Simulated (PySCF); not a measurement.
These 4 structures share the formula C5H9ClO. Theory: PySCF, PBE0-D3(BJ)/def2-SVP geometry optimisation, gas phase. Energies are electronic, without zero-point or thermal terms, for one conformer each. No frequencies were run at this level. Point groups hold within 0.08 Å.

Task: Rank from lowest to highest electronic energy at this level (kcal/mol).
A. `[CH3:1][CH2:2][C@H:3]([CH3:4])[C:5](=[O:6])[Cl:7]` with C1–C2–C3–C4 180°, C2–C3–C5–O6 -121°
B. `[Cl:1][CH2:2][CH2:3][O:4][CH:5]1[CH2:6][CH2:7]1` with Cl1–C2–C3–O4 177°, C2–C3–O4–C5 77°, C3–O4–C5–C6 -166°
C. `[CH3:1][CH2:2][CH2:3][CH2:4][C:5](=[O:6])[Cl:7]` with C1–C2–C3–C4 179°, C2–C3–C4–C5 180°, C3–C4–C5–O6 -1° (valeryl chloride)
D. pivaloyl chloride (`ClC(C(C)(C)C)=O`)

Result: D (0.0), A (0.7), C (2.0), B (41.7).

As drawn, the lowest has a C=O bond and a quaternary carbon, which the highest lacks; the highest has a three-membered ring, which the lowest lacks. Neighbours under 2.5 kcal/mol apart (CC(C)(C)C(=O)Cl and CC[C@H](C)C(=O)Cl; CC[C@H](C)C(=O)Cl and CCCCC(=O)Cl) can change places with a better method, another conformer or zero-point energy.

| SMILES | E (Eh) | E rel (kcal/mol) | dipole (D) | point group | A, B, C (MHz) |
| --- | --- | --- | --- | --- | --- |
| CC(C)(C)C(=O)Cl | -730.59541 | 0.0 | 2.79 | near Cs | 2987, 1723, 1439 |
| CC[C@H](C)C(=O)Cl | -730.59426 | 0.7 | 2.86 | C1 | 2365, 1675, 1509 |
| CCCCC(=O)Cl | -730.59217 | 2.0 | 2.90 | Cs | 6552, 776.2, 706.1 |
| ClCCOC1CC1 | -730.52903 | 41.7 | 1.67 | C1 | 6742, 872.6, 810.4 |

Task: How do the relative energies change in single points at PBE0/pcSseg-1 (no added dispersion term) on the same geometries?

Result: 
```json
{"SMILES": "CC(C)(C)C(=O)Cl", "PBE0-D3(BJ)/def2-SVP (kcal/mol)": "0.0", "PBE0/pcSseg-1 (kcal/mol)": "0.0", "shift": "0.0"}
{"SMILES": "CC[C@H](C)C(=O)Cl", "PBE0-D3(BJ)/def2-SVP (kcal/mol)": "0.7", "PBE0/pcSseg-1 (kcal/mol)": "0.9", "shift": "+0.2"}
{"SMILES": "CCCCC(=O)Cl", "PBE0-D3(BJ)/def2-SVP (kcal/mol)": "2.0", "PBE0/pcSseg-1 (kcal/mol)": "0.8", "shift": "-1.2"}
{"SMILES": "ClCCOC1CC1", "PBE0-D3(BJ)/def2-SVP (kcal/mol)": "41.7", "PBE0/pcSseg-1 (kcal/mol)": "41.0", "shift": "-0.7"}
```

Each column counts from its own lowest isomer. The lowest isomer stays, but the order above it changes; the largest shift is 1.2 kcal/mol.
